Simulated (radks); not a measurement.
Initial-state core-level shifts of the bromine ion Br+ when its valence configuration changes from [Ar] 3d10 4s2 4p4. Calculated with a radial shooting solver on a logarithmic mesh with Libxc functionals: scalar-relativistic Kohn-Sham, PBE, spin-unpolarised, spherical densities, point nucleus. Shifts are changes of the shell-averaged eigenvalues in eV (positive: less bound).

valence                1s       2s       2p       3s
3d9 4s2 4p5       -15.700  -17.381  -17.263  -13.242
3d8.5 4s2 4p5.5   -23.859  -26.436  -26.260  -19.960
3d9.5 4s2 4p4.5    -7.747   -8.567   -8.509   -6.587
3d10 4s1 4p5       -1.619   -1.585   -1.577   -1.603
3d9.5 4s1 4p5.5    -9.308  -10.102  -10.033   -8.134
3d10 4s1.5 4p4.5   -0.817   -0.800   -0.795   -0.808
3d10 4p6           -3.183   -3.118   -3.100   -3.155
